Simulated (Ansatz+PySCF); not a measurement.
singlet HBr: levels of theory in one basis

```csv
atom,x (Å),y (Å),z (Å)
H,0.0000,0.0000,-1.4932
Br,0.0000,0.0000,0.0427
```

Basis set: def2-SVP (spherical functions). Correlated methods keep 9 orbitals frozen. Charge 0, multiplicity 1.

Computed with Ansatz (development build ahead of 0.2.0); each method stands on the lowest determinant of its kind that the runs found. NEVPT2 correlates all electrons. Active spaces start from the frontier orbitals, and the lowest solution found is given.

```tsv
method	E − E(RHF) (eV)	<S²> of the determinant
RHF	0.00	0.00
RHF-CCSD	-6.79	–
RHF-CCSD(T)	-6.91	–
CASSCF(8,5)	-0.58	–
SC-NEVPT2(8,5)	-7.25	–
```

(1) What does RHF-MP2 give on the same scale?

(2) Is a single determinant a sound starting point here?

## Answers

(1) -6.58 eV.

(2) By this sign, yes. Unrestricted orbitals gain 0.00 eV and <S²> is 0.00 against 0.00 for a pure state. The CASSCF(8,5) natural occupations are 2.00, 2.00, 2.00, 1.96, 0.04.
